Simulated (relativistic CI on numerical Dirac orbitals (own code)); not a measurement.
## Level scheme of Tc15+

These numbers are calculated, not measured: Dirac-Coulomb-Breit CI, separate exchange-only KLI orbitals for each configuration, model QED, unscaled Slater integrals (own radial code, finite nucleus).

Configuration list (outside the closed core [Ne] 3s2): 3p6.3d10, 3p6.3d9.4s, 3p6.3d9.4p, 3p6.3d9.4d, 3p6.3d8.4s2, 3p6.3d9.4f, 3p6.3d8.4s.4p, 3p6.3d9.5s, 3p5.3d10.4s, 3p6.3d8.4p2, 3p6.3d9.5p, 3p6.3d8.4s.4d, 3p5.3d10.4p, 3p6.3d9.5d, 3p6.3d8.4p.4d, 3p6.3d9.5f. Levels of other configurations are missing.

| No. | Configuration | Term | J | E (eV) | % | Lifetime (s) | jj configuration (%) |
| --- | --- | --- | --- | --- | --- | --- | --- |
| 1 | 3p6.3d10 | 1S | 0 | 0.000 | 100 |  | closed (100) |
| 2 | 3p6.3d9.4s | 3D | 3 | 234.656 | 100 |  | 3d5/2^5 4s (100) |
| 3 | 3p6.3d9.4s | 3D | 2 | 235.344 | 58 | 8.17e-08 | 3d5/2^5 4s (97) |
| 4 | 3p6.3d9.4s | 3D | 1 | 238.469 | 100 | 2.67e-03 | 3d3/2^3 3d5/2^6 4s (100) |
| 5 | 3p6.3d9.4s | 1D | 2 | 239.115 | 58 | 5.86e-08 | 3d3/2^3 3d5/2^6 4s (97) |
| 6 | 3p6.3d9.4p | 3P° | 2 | 265.912 | 78 | 1.15e-10 | 3d5/2^5 4p1/2 (90) |
| 7 | 3p6.3d9.4p | 3F° | 3 | 266.947 | 54 | 1.07e-10 | 3d5/2^5 4p1/2 (98) |
| 8 | 3p6.3d9.4p | 3F° | 2 | 270.193 | 87 | 1.04e-10 | 3d3/2^3 3d5/2^6 4p1/2 (89) |
| 9 | 3p6.3d9.4p | 3P° | 1 | 270.293 | 79 | 8.97e-11 | 3d3/2^3 3d5/2^6 4p1/2 (48) |
| 10 | 3p6.3d9.4p | 3F° | 4 | 271.093 | 100 | 7.07e-11 | 3d5/2^5 4p3/2 (100) |
| 11 | 3p6.3d9.4p | 1D° | 2 | 272.392 | 65 | 7.00e-11 | 3d5/2^5 4p3/2 (82) |
| 12 | 3p6.3d9.4p | 1P° | 1 | 272.961 | 82 | 1.92e-12 | 3d5/2^5 4p3/2 (49) |
| 13 | 3p6.3d9.4p | 3D° | 3 | 273.067 | 73 | 6.28e-11 | 3d5/2^5 4p3/2 (98) |
| 14 | 3p6.3d9.4p | 3P° | 0 | 273.334 | 100 | 8.11e-11 | 3d3/2^3 3d5/2^6 4p3/2 (100) |
| 15 | 3p6.3d9.4p | 3F° | 3 | 275.544 | 46 | 6.97e-11 | 3d3/2^3 3d5/2^6 4p3/2 (99) |
| 16 | 3p6.3d9.4p | 3D° | 1 | 275.977 | 66 | 8.35e-12 | 3d3/2^3 3d5/2^6 4p3/2 (84) |
| 17 | 3p6.3d9.4p | 3D° | 2 | 276.678 | 58 | 6.32e-11 | 3d3/2^3 3d5/2^6 4p3/2 (97) |
| 18 | 3p6.3d9.4d | 3S | 1 | 320.217 | 85 | 1.89e-11 | 3d5/2^5 4d3/2 (60) |
| 19 | 3p6.3d9.4d | 3G | 4 | 323.007 | 59 | 1.54e-11 | 3d5/2^5 4d3/2 (97) |
| 20 | 3p6.3d9.4d | 3P | 2 | 323.159 | 61 | 1.59e-11 | 3d5/2^5 4d3/2 (79) |
| 21 | 3p6.3d9.4d | 1P | 1 | 323.341 | 52 | 1.86e-11 | 3d5/2^5 4d5/2 (64) |
| 22 | 3p6.3d9.4d | 3G | 5 | 323.415 | 100 | 1.80e-11 | 3d5/2^5 4d5/2 (100) |
| 23 | 3p6.3d9.4d | 3D | 3 | 324.008 | 63 | 1.59e-11 | 3d5/2^5 4d3/2 (73) |
| 24 | 3p6.3d9.4d | 1F | 3 | 324.744 | 37 | 1.70e-11 | 3d5/2^5 4d5/2 (71) |
| 25 | 3p6.3d9.4d | 1D | 2 | 325.087 | 34 | 1.72e-11 | 3d5/2^5 4d5/2 (71) |
| 26 | 3p6.3d9.4d | 3P | 0 | 325.205 | 99 | 1.64e-11 | 3d3/2^3 3d5/2^6 4d3/2 (54) |
| 27 | 3p6.3d9.4d | 3F | 4 | 325.315 | 73 | 1.75e-11 | 3d5/2^5 4d5/2 (95) |
| 28 | 3p6.3d9.4d | 1P | 1 | 326.189 | 44 | 1.79e-11 | 3d3/2^3 3d5/2^6 4d3/2 (50) |
| 29 | 3p6.3d9.4d | 3G | 3 | 326.847 | 65 | 1.54e-11 | 3d3/2^3 3d5/2^6 4d3/2 (87) |
| 30 | 3p6.3d9.4d | 3D | 1 | 327.277 | 69 | 1.70e-11 | 3d3/2^3 3d5/2^6 4d5/2 (50) |
| 31 | 3p6.3d9.4d | 1G | 4 | 327.908 | 39 | 1.79e-11 | 3d3/2^3 3d5/2^6 4d5/2 (96) |
| 32 | 3p6.3d9.4d | 3D | 2 | 328.513 | 38 | 1.77e-11 | 3d3/2^3 3d5/2^6 4d5/2 (92) |
| 33 | 3p6.3d9.4d | 3F | 2 | 328.712 | 54 | 1.49e-11 | 3d3/2^3 3d5/2^6 4d3/2 (97) |
| 34 | 3p6.3d9.4d | 3F | 3 | 329.135 | 53 | 1.75e-11 | 3d3/2^3 3d5/2^6 4d5/2 (95) |
| 35 | 3p6.3d9.4d | 1S | 0 | 347.547 | 97 | 5.64e-12 | 3d5/2^5 4d5/2 (52) |
| 36 | 3p6.3d9.4f | 3P° | 0 | 374.040 | 100 | 1.62e-11 | 3d5/2^5 4f5/2 (100) |
| 37 | 3p6.3d9.4f | 3P° | 1 | 374.431 | 92 | 1.25e-11 | 3d5/2^5 4f5/2 (76) |
| 38 | 3p6.3d9.4f | 3P° | 2 | 375.091 | 69 | 1.66e-11 | 3d5/2^5 4f7/2 (70) |
| 39 | 3p6.3d9.4f | 3H° | 6 | 375.477 | 100 | 1.68e-11 | 3d5/2^5 4f7/2 (100) |
| 40 | 3p6.3d9.4f | 3H° | 5 | 375.761 | 57 | 1.62e-11 | 3d5/2^5 4f5/2 (97) |
| 41 | 3p6.3d9.4f | 1D° | 2 | 376.483 | 39 | 1.62e-11 | 3d5/2^5 4f5/2 (76) |
| 42 | 3p6.3d9.4f | 3D° | 3 | 376.550 | 59 | 1.61e-11 | 3d5/2^5 4f5/2 (51) |
| 43 | 3p6.3d9.4f | 3F° | 4 | 376.892 | 81 | 1.65e-11 | 3d5/2^5 4f7/2 (83) |
| 44 | 3p6.3d9.4f | 1G° | 4 | 377.067 | 39 | 1.60e-11 | 3d5/2^5 4f5/2 (77) |
| 45 | 3p6.3d9.4f | 3G° | 5 | 377.199 | 72 | 1.65e-11 | 3d5/2^5 4f7/2 (95) |

Energies count from the lowest computed level; ° marks odd parity; lifetimes are radiative, by E1, M1, E2, M2 decay to levels of this space only; some are left blank where a channel outside the calculation adds to the decay or the decay crosses a small, uncertain gap. Filled j subshells are mostly left out of the jj labels.

The mean weight of the leading LS term, summed over parents, in these 45 levels is 70 %, and that of the leading jj configuration (from the same eigenvectors) 83 %, so jj coupling describes them better and the LS labels are nominal.

At this charge energies of transitions that change n are usually good to better than 1 %, and those within a shell (Δn = 0) to a few per cent.

LS names give the leading component of a level, which can be under half, so a name can repeat, a term be missing and a line seem to break the LS rules.
